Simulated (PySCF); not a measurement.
Electron correlation in Hf (hafnium, neutral)

[Xe] 4f14 5d3 6s1, high-spin 5F determinant (an excited configuration). Computed with PySCF 2.14 in aug-cc-pwCVDZ-PP with ECP60MDF, with a scalar-relativistic core potential. Frozen: 5s2 5p6; 4 electrons correlated.

MP2 pair energies summed by pair of shells (mhartree):

| pair | energy | share (%) |
| --- | --- | --- |
| 5d-5d | -14.95 | 55.6 |
| 5d-6s | -11.95 | 44.4 |

Total MP2 correlation energy: -26.89 mhartree.

Same-spin part -26.89 and opposite-spin part 0.00 mhartree; SCS-MP2 scales them by 1/3 and 6/5 to -8.96 mhartree.
